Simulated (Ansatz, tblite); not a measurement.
Cost and result up the ladder for TaSe2⁺ (3 atoms). Total charge 1; singlet. Geometry: r2SCAN-D4/def2-TZVP.

```xyz
3

Ta    0.009    0.662   -0.627
Se    0.201    0.898    1.613
Se   -0.211   -1.559   -0.985
```

Ansatz on 4 threads of AMD EPYC 7B13 on a shared host; xTB runs through tblite on one thread. Times are rough, summed over both states, and most runs start from the orbitals of an earlier one. RPA@PBE/def2-TZVP serves as the yardstick here, not as an exact answer. The other state is a triplet at its own geometry.

In the def2 sets Ta takes a core potential; there is no spin–orbit coupling. The xTB rows come from tblite. LC-ωPBE has ω = 0.4 bohr⁻¹. Correlated methods freeze 18 core orbitals; core or outer-core shells of Ta, Se are correlated, in sets that lack core-valence functions. At PBE0-D4/def2-TZVP a singlet of charge 1 lies 0.10 eV below the triplet, each at its own geometry. The structure comes from a short search, and lower isomers may exist.

Run but left out: PBE-QIDH/def2-TZVP (singlet: restricted singlet, unstable towards broken spin symmetry).

Correlated methods converge slowly with the basis.

xTB has no spin-polarisation term.

| level | functions | wall time | triplet − singlet (eV) | difference from RPA@PBE/def2-TZVP (eV) |
| --- | --- | --- | --- | --- |
| GFN1-xTB | 27 | 0.006 s | 0.69 | 0.48 |
| GFN2-xTB | 27 | 0.007 s | 0.44 | 0.23 |
| PBE-D4/def2-TZVP | 136 | 3 s | 0.16 | -0.05 |
| PBE0-D4/def2-TZVP | 136 | 5.2 s | 0.10 | -0.11 |
| RPA@PBE/def2-TZVP | 136 | 5.3 s | 0.21 | 0.00 |
| CAM-B3LYP-D4/def2-TZVP (with forces) | 136 | 6.5 s | 0.08 | -0.13 |
| r2SCAN-D4/def2-TZVP | 136 | 7.7 s | 0.06 | -0.15 |
| LC-ωPBE/def2-TZVP | 136 | 8.5 s | 0.02 | -0.20 |
| r2SCANh-D4/def2-TZVP | 136 | 8.7 s | 0.03 | -0.18 |
| B97M-V/def2-TZVP | 136 | 12 s | 0.15 | -0.06 |
